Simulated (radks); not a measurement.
Q: Se+, 33 electrons, occupied as [Ar] 3d10 4s2 4p3 (the NIST ground configuration). Method: Dirac Kohn-Sham, PBE, spin-unpolarised, spherical densities, finite nucleus; open shells fill j = l - 1/2 first; Fermi nuclear charge, rms radius 4.14 fm; computed with a radial shooting solver on a logarithmic mesh with Libxc functionals.

Spin-orbit splittings of the eigenvalues, e(l+1/2) - e(l-1/2), with zeta = 2 splitting/(2l+1) and mean radii in bohr:

| shell | occ. | splitting (eV) | zeta (eV) | <r> j=l-1/2 | <r> j=l+1/2 |
|---|---|---|---|---|---|
| 2p | 6 | 41.76 | 27.84 | 0.1685 | 0.1723 |
| 3p | 6 | 5.874 | 3.916 | 0.5823 | 0.5929 |
| 3d | 10 | 0.8954 | 0.3581 | 0.6274 | 0.6318 |
| 4p | 3 | ? | ? | 2.098 | 2.136 |

Estimate the 4p splitting.

A: 0.4411 eV (zeta = 0.2941 eV).
